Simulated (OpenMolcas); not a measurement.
Tc5+ among 6 point charges of -1.7 e arranged as a tetragonal octahedron (D4h), 2 Å from the ion, with the axial distance 1.860 Å.

* Program: OpenMolcas
* Method: CASSCF
* Basis: ANO-RCC-VTZP [7s6p4d2f1g]
* Scalar Hamiltonian: DKH2, point nucleus
* Active space: 2 electrons in 5 orbitals (4d)
* State averaging: 2S+1 = 3 even, 10 roots; 2S+1 = 1 even, 15 roots
* Spin-orbit coupling: state interaction with AMFI integrals over the reference wave functions

(1) What is the spin-free ground state (labels of D4, the rotations of D4h)?

(2) Where is the first state of the same spin?

(3) What are the lowest two levels with spin-orbit coupling?

(4) What is χT at 300 K, and how does it compare with the textbook value?

Results:

(1) 3E, 2-fold in its orbital part, 97 % from free-ion F terms; it has the highest spin that d2 allows.

(2) 3A2 at 1320 cm-1 above the ground state.

(3) A 1-fold level B1, then a 1-fold level B2 229.8 cm-1 above it. Their leading multiplicities are 3 (99 %) and 3 (99 %).

(4) The lowest level has 2S+1 = 3, for which the spin-only value is χT = S(S+1) / 2 = 1.000 cm3 K/mol (g = 2). The computed 0.153 at 300 K differs by -0.847, through orbital momentum, spin-orbit coupling and any other state in reach.

An orbital doublet at a regular site is open to a Jahn-Teller distortion, which this geometry leaves out. Without dynamic correlation the repulsion within the d shell is too large (B by tens of per cent), so at a given field states of lower spin stand too high. This is an electrostatic model: the charges have no orbitals. No measured value stands beside these numbers.
